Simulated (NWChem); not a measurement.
# C3H3Cl; SMILES C=C=CCl

Computed with NWChem. Pople sets run with spherical d functions. Structure relaxed at the PBE0/def2-SVP level. Ions are spin-unrestricted doublets at the neutral geometry; other ion states weren't tried.

Question: Estimate the computed values for PBE/6-31G*. Quantities: vertical ionisation energy, ΔSCF (eV); −ε(HOMO) (eV).

Answer: 
| Quantity | Value |
|---|---|
| vertical ionisation energy, ΔSCF (eV) | 9.25 |
| −ε(HOMO) (eV) | 5.96 |
